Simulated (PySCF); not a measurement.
# Partial charges of `O=C([SiH3])CSC[SiH3]`

C₃H₁₀OSSi₂.
Geometry (GFN2-xTB, Å), atoms numbered from 1 in this order:
```xyz
17
C3H10OSSi2 angstrom
O      1.717   -2.019    0.769
C      1.599   -1.125   -0.038
Si     2.349    0.622    0.246
C      0.740   -1.274   -1.267
S     -0.386    0.151   -1.291
C     -1.409   -0.249    0.159
Si    -2.547    1.219    0.587
H      3.612    0.388    0.940
H      2.541    1.265   -1.050
H      1.425    1.371    1.096
H      1.352   -1.184   -2.164
H      0.174   -2.207   -1.287
H     -0.739   -0.481    0.985
H     -1.980   -1.144   -0.083
H     -3.359    0.791    1.727
H     -1.714    2.368    0.939
H     -3.383    1.521   -0.572
```

Density: PBE0/pcSseg-1 (PySCF); schemes: Mulliken, IAO, Hirshfeld and ESP-fitted. One conformer (not necessarily the lowest) at the GFN2-xTB geometry, without solvent, vibrations or thermal averaging.

Task: Do the Mulliken, IAO, Hirshfeld and ESP-fitted schemes agree on where the charge is highest?

Result: The schemes don't all agree: Mulliken Si7 (+0.534); IAO Si7 (+0.617); Hirshfeld Si7 (+0.320); ESP-fitted C2 (+0.479).

Task: For which atoms does the sign change between the 4 schemes (beyond +0.03 e in one, beyond −0.03 e in another)?

Result: S5.

Task: What partial charge does each atom carry?

Result: In e:

```json
{"atom": "O1", "environment": "carbonyl oxygen", "Mulliken": "-0.333", "IAO": "-0.380", "Hirshfeld": "-0.220", "ESP-fitted": "-0.451"}
{"atom": "C2", "environment": "carbonyl carbon", "Mulliken": "-0.019", "IAO": "+0.136", "Hirshfeld": "+0.073", "ESP-fitted": "+0.479"}
{"atom": "Si3", "environment": "SiH3 silicon", "Mulliken": "+0.479", "IAO": "+0.523", "Hirshfeld": "+0.274", "ESP-fitted": "+0.209"}
{"atom": "C4", "environment": "sp3 carbon bound to sulfur", "Mulliken": "-0.263", "IAO": "-0.394", "Hirshfeld": "-0.086", "ESP-fitted": "-0.429"}
{"atom": "S5", "environment": "sulfide sulfur", "Mulliken": "-0.059", "IAO": "+0.115", "Hirshfeld": "+0.045", "ESP-fitted": "-0.138"}
{"atom": "C6", "environment": "sp3 carbon bound to sulfur", "Mulliken": "-0.627", "IAO": "-0.626", "Hirshfeld": "-0.162", "ESP-fitted": "-0.480"}
{"atom": "Si7", "environment": "SiH3 silicon", "Mulliken": "+0.534", "IAO": "+0.617", "Hirshfeld": "+0.320", "ESP-fitted": "+0.395"}
{"atom": "H8", "environment": "Si–H hydrogen", "Mulliken": "-0.076", "IAO": "-0.111", "Hirshfeld": "-0.075", "ESP-fitted": "-0.076"}
{"atom": "H9", "environment": "Si–H hydrogen", "Mulliken": "-0.073", "IAO": "-0.113", "Hirshfeld": "-0.078", "ESP-fitted": "-0.060"}
{"atom": "H10", "environment": "Si–H hydrogen", "Mulliken": "-0.066", "IAO": "-0.102", "Hirshfeld": "-0.071", "ESP-fitted": "-0.045"}
{"atom": "H11", "environment": "methylene hydrogen", "Mulliken": "+0.183", "IAO": "+0.179", "Hirshfeld": "+0.060", "ESP-fitted": "+0.212"}
{"atom": "H12", "environment": "methylene hydrogen", "Mulliken": "+0.161", "IAO": "+0.165", "Hirshfeld": "+0.049", "ESP-fitted": "+0.183"}
{"atom": "H13", "environment": "methylene hydrogen", "Mulliken": "+0.188", "IAO": "+0.159", "Hirshfeld": "+0.039", "ESP-fitted": "+0.208"}
{"atom": "H14", "environment": "methylene hydrogen", "Mulliken": "+0.181", "IAO": "+0.162", "Hirshfeld": "+0.044", "ESP-fitted": "+0.216"}
{"atom": "H15", "environment": "Si–H hydrogen", "Mulliken": "-0.076", "IAO": "-0.111", "Hirshfeld": "-0.071", "ESP-fitted": "-0.090"}
{"atom": "H16", "environment": "Si–H hydrogen", "Mulliken": "-0.065", "IAO": "-0.109", "Hirshfeld": "-0.071", "ESP-fitted": "-0.071"}
{"atom": "H17", "environment": "Si–H hydrogen", "Mulliken": "-0.068", "IAO": "-0.110", "Hirshfeld": "-0.071", "ESP-fitted": "-0.063"}
```

Mean size of the charges over all atoms: IAO 0.242 e, ESP-fitted 0.224 e, Mulliken 0.203 e, Hirshfeld 0.107 e. Each set sums to the total charge, 0, to within 0.001 e. The Hirshfeld scheme divides the density at each point in proportion to the densities of the neutral, spherically averaged free atoms. The Mulliken scheme counts on each atom the diagonal of the density matrix times the overlap matrix over that atom's basis functions.

Task: How closely do the schemes follow one another over all atoms?

Result: Correlation coefficient and root-mean-square difference: Mulliken with IAO 0.97, 0.074 e; IAO with Hirshfeld 0.94, 0.181 e; Mulliken with Hirshfeld 0.90, 0.160 e; IAO with ESP-fitted 0.87, 0.149 e; Mulliken with ESP-fitted 0.84, 0.156 e; Hirshfeld with ESP-fitted 0.79, 0.185 e.

Task: How many electrons does the IAO scheme count on Si3?

Result: Z − q = 14 − (+0.523) = 13.477.

The run behind these numbers computed NMR shieldings as well. The run took 59 s on one thread, Arm Neoverse N1 (aarch64), no GPU, shared host with 64 logical CPUs at a one-minute load of 60, and the process peaked at 0.85 GiB of memory.
